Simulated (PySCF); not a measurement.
**[CeH3(H2O)]+ relaxed at several levels**

Computed with PySCF 2.14.0, PBE0, def2-SVP on the ligands, density fitting, scalar-relativistic core potentials, no spin-orbit coupling, vacuum. Each row is relaxed at its own level from the same template. Distances are means of the shortest metal–ligand contacts, charges and spins Mulliken's; removal energies are rigid, with the ligand's formal charge and no counterpoise, so too large; for an anion taken off a cation in vacuum most of it is the attraction of opposite charges, and multiply charged cations can part far more cheaply with an electron moved from ligand to metal. lcecp potentials hold a fixed number of 4f electrons in the core, out of states, spins and gaps.

```
level      basis on the metal  point group  M–H (Å)  M–H2O (Å)  charge on M (e)  HOMO–LUMO gap (eV)  removal of one H (eV)  strongest infrared band, degenerate modes summed (cm⁻¹)  unstable modes (below −25 cm⁻¹)
 PBE0  lcecp-2-SVP with ECP46           Cs    1.925      2.385             1.39                   –                  15.43                                                     1736                                0
```

**Question.** What does the calculation give for PBE0, def2-SVP with ECP28?

**Answer.** point group: Cs, M–H (Å): 1.919, M–H2O (Å): 2.421, charge on M (e): 1.22, HOMO–LUMO gap (eV): 3.94, removal of one H (eV): 14.78, strongest infrared band, degenerate modes summed (cm⁻¹): 1564, unstable modes (below −25 cm⁻¹): 0.
```xyz
7

Ce    0.2473   -0.2027    0.2027
H     1.2482    1.0334    1.2767
H    -1.0393   -1.2084    1.2084
H     1.2482   -1.2767   -1.0334
O    -1.1848    1.1775   -1.1775
H    -1.5333    2.0591   -0.9647
H    -1.5333    0.9647   -2.0591
```

One start shape was tried for each, so a minimum needn't be the lowest isomer.
